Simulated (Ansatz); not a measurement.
Na5O3, relaxed as a doublet with UKS r2SCAN-D4/def2-SVP in Ansatz, starting from the GFN1-xTB geometry. Force threshold 0.02 eV/Å.

The structure holds 1 bond(s) between oxygen atoms. The structure comes from a short search, and lower isomers may exist.

Start:

```xyz
8

Na    0.4325   -0.5519   -1.5478
Na   -1.5549   -2.4606   -0.2697
Na    1.0906   -0.8777    1.4228
Na   -1.5558    0.4490    0.5840
Na    0.6973    2.2830   -0.4203
O    -1.5268   -0.6421   -1.1020
O     1.6734    0.6460    0.1271
O     0.7437    1.1543    1.2057
```

```tsv
step	energy (eV)	largest force component (eV/Å)	SCF passes
1	-28202.7998	1.915	24
2	-28203.2685	1.031	32
3	-28203.4770	0.392	39
4	-28203.5838	0.401	37
5	-28203.6812	0.179	31
6	-28203.7836	0.371	30
7	-28203.9369	0.432	29
8	-28204.1190	0.474	31
9	-28204.2732	0.208	30
10	-28204.3270	0.204	30
11	-28204.3500	0.118	34
12 (rejected)	-28204.3494	0.358	30
13	-28204.3558	0.031	29
14	-28204.3604	0.036	29
15	-28204.3705	0.128	30
16	-28204.3957	0.250	30
17	-28204.4205	0.052	30
18	-28204.4207	0.012	28
19	-28204.4210	0.013	25
```

Force components are those of the run's own axes.

End:

```xyz
8

Na    0.237   -0.127   -1.536
Na   -2.104   -3.073   -0.327
Na    0.809   -0.799    1.068
Na   -1.749    0.420    0.490
Na    1.727    2.874    0.361
O    -0.869   -1.434   -0.178
O     1.673    0.807   -0.159
O     0.276    1.331    0.282
```

Bonds formed: Na1–O8, Na3–O6 (atoms count from 1). Metal–metal contacts that move far: Na4–Na5 3.07 to 4.26 Å, Na1–Na2 3.04 to 3.95 Å, Na1–Na5 3.06 to 3.85 Å.

The force fell under the threshold at step 18, but the optimiser went on. No frequencies were taken in this run, so the end may be a saddle point.

It took 2 min on 4 threads of Arm Neoverse V1 on a shared host.
